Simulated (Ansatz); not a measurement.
Cartesian coordinates in Å:
```
C -0.549 -1.567 -1.292
C 0.117 -0.433 -1.096
C 0.885 -0.081 0.120
Sn -0.225 1.326 1.333
H -0.554 -2.358 -0.547
H -1.111 -1.741 -2.201
H 0.084 0.327 -1.875
H 1.836 0.397 -0.123
H 1.086 -0.956 0.742
H -1.626 0.551 1.924
H -0.675 2.665 0.372
H 0.732 1.869 2.644
```

Charge 0, multiplicity 1. Sn: def2 effective core potential.

(1) List the CAM-B3LYP/def2-TZVPP orbital energies in eV (the Gaussian-basis code of Ansatz). (An estimate is asked.)

Results:

(1) Ansatz gave: Occupied: -279.05, -278.95, -278.47, -140.58, -95.46, -95.46, -95.45, -29.66, -29.66, -29.65, -29.52, -29.52, -23.80, -20.74, -17.21, -15.85, -14.75, -13.60, -12.42, -11.41, -10.74, -10.33, -10.32, -8.13. Lowest empty: 0.81, 1.39, 1.79, 1.88, 2.17, 2.90, 3.01, 3.33.
